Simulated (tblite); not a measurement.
C8H14BF.
Atom-mapped SMILES: `[CH2:1]=[C:2]([F:3])[BH:4][CH2:5][CH:6]1[CH2:7][CH2:8][CH2:9][CH2:10]1` (hydrogens: H11, H12 on C1; H13 on B4; H14, H15 on C5; H16 on C6; H17, H18 on C7; H19, H20 on C8; H21, H22 on C9; H23, H24 on C10)

Computed with GFN2-xTB (tblite), gas phase: L-BFGS steps from a force-field or distance-geometry start until the largest atomic force falls under 0.01 eV/Å.

Geometry at step 25:
```
atom  x, y, z in Å
C1      4.5154    0.3101   -0.3206
C2      3.4124   -0.2691    0.1566
F3      3.5969   -1.0955    1.2315
B4      1.9640   -0.0603   -0.3700
C5      0.7092   -0.4453    0.4908
C6     -0.6258   -0.4199   -0.2510
C7     -1.8373   -0.8470    0.5797
C8     -2.9937   -0.4168   -0.3178
C9     -2.5718    0.9749   -0.8079
C10    -1.0302    0.9667   -0.7808
H11     4.4617    0.9792   -1.1612
H12     5.4834    0.1250    0.1217
H13     1.8750    0.4265   -1.4288
H14     0.6539    0.2362    1.3477
H15     0.8515   -1.4320    0.9433
H16    -0.5509   -1.1058   -1.1000
H17    -1.8705   -0.2962    1.5225
H18    -1.8466   -1.9136    0.8071
H19    -3.0653   -1.0964   -1.1706
H20    -3.9582   -0.4110    0.1887
H21    -2.9639    1.1729   -1.8052
H22    -2.9646    1.7468   -0.1447
H23    -0.6077    1.1422   -1.7679
H24    -0.6487    1.7480   -0.1222
```

Question: Give the atomic forces at this geometry.

Answer: 
```json
{"atom": "C1", "Fx (eV/Å)": "-0.006", "Fy (eV/Å)": "-0.060", "Fz (eV/Å)": "-0.009"}
{"atom": "C2", "Fx (eV/Å)": "0.016", "Fy (eV/Å)": "0.007", "Fz (eV/Å)": "0.039"}
{"atom": "F3", "Fx (eV/Å)": "-0.072", "Fy (eV/Å)": "0.015", "Fz (eV/Å)": "0.000"}
{"atom": "B4", "Fx (eV/Å)": "0.126", "Fy (eV/Å)": "0.087", "Fz (eV/Å)": "-0.013"}
{"atom": "C5", "Fx (eV/Å)": "0.083", "Fy (eV/Å)": "0.010", "Fz (eV/Å)": "0.002"}
{"atom": "C6", "Fx (eV/Å)": "0.012", "Fy (eV/Å)": "-0.045", "Fz (eV/Å)": "-0.003"}
{"atom": "C7", "Fx (eV/Å)": "-0.061", "Fy (eV/Å)": "0.011", "Fz (eV/Å)": "-0.019"}
{"atom": "C8", "Fx (eV/Å)": "-0.032", "Fy (eV/Å)": "0.007", "Fz (eV/Å)": "-0.007"}
{"atom": "C9", "Fx (eV/Å)": "-0.013", "Fy (eV/Å)": "-0.031", "Fz (eV/Å)": "0.003"}
{"atom": "C10", "Fx (eV/Å)": "-0.017", "Fy (eV/Å)": "-0.029", "Fz (eV/Å)": "-0.006"}
{"atom": "H11", "Fx (eV/Å)": "0.015", "Fy (eV/Å)": "-0.075", "Fz (eV/Å)": "0.059"}
{"atom": "H12", "Fx (eV/Å)": "-0.050", "Fy (eV/Å)": "0.073", "Fz (eV/Å)": "-0.038"}
{"atom": "H13", "Fx (eV/Å)": "-0.041", "Fy (eV/Å)": "0.016", "Fz (eV/Å)": "-0.013"}
{"atom": "H14", "Fx (eV/Å)": "-0.007", "Fy (eV/Å)": "0.024", "Fz (eV/Å)": "0.013"}
{"atom": "H15", "Fx (eV/Å)": "-0.027", "Fy (eV/Å)": "-0.020", "Fz (eV/Å)": "-0.007"}
{"atom": "H16", "Fx (eV/Å)": "-0.007", "Fy (eV/Å)": "-0.030", "Fz (eV/Å)": "-0.045"}
{"atom": "H17", "Fx (eV/Å)": "0.033", "Fy (eV/Å)": "0.017", "Fz (eV/Å)": "-0.024"}
{"atom": "H18", "Fx (eV/Å)": "0.011", "Fy (eV/Å)": "0.024", "Fz (eV/Å)": "-0.056"}
{"atom": "H19", "Fx (eV/Å)": "0.000", "Fy (eV/Å)": "-0.014", "Fz (eV/Å)": "0.057"}
{"atom": "H20", "Fx (eV/Å)": "0.024", "Fy (eV/Å)": "0.035", "Fz (eV/Å)": "0.036"}
{"atom": "H21", "Fx (eV/Å)": "0.030", "Fy (eV/Å)": "0.015", "Fz (eV/Å)": "-0.004"}
{"atom": "H22", "Fx (eV/Å)": "0.029", "Fy (eV/Å)": "-0.030", "Fz (eV/Å)": "0.021"}
{"atom": "H23", "Fx (eV/Å)": "-0.020", "Fy (eV/Å)": "0.016", "Fz (eV/Å)": "-0.024"}
{"atom": "H24", "Fx (eV/Å)": "-0.025", "Fy (eV/Å)": "-0.024", "Fz (eV/Å)": "0.035"}
```

The largest, 0.15 eV/Å, acts on B4; the rms over all components is 0.037 eV/Å. The forces sum to zero within rounding, as they must for an isolated molecule in no field.

Question: Give the force on B4 in Eh/bohr and in nN.

Answer: 0.154 eV/Å ÷ 51.422 = 0.00299 Eh/bohr, and 0.154 eV/Å × 1.602 = 0.25 nN.

Question: How far is this geometry from the end of the optimisation?

Answer: 0.043 eV above it, and 0.353 Å rms away after alignment. The bonds farthest from their final lengths, with half the difference of the two atoms' forces along the bond (positive lengthens):

| bond | now (Å) | final (Å) | force along bond (eV/Å) |
| --- | --- | --- | --- |
| C5–H15 | 1.095 | 1.098 | 0.00 |
| C1–H11 | 1.076 | 1.073 | -0.03 |
| C1–H12 | 1.080 | 1.078 | -0.04 |
| B4–C5 | 1.570 | 1.568 | +0.03 |
| C2–B4 | 1.555 | 1.554 | -0.04 |

The angle farthest from its final value is B4–C5–H15, 110.1° against 106.4°.

The cost below is that of the whole relaxation. On an Arm Neoverse N1 with one thread, on a shared host, this took 2.3 s.
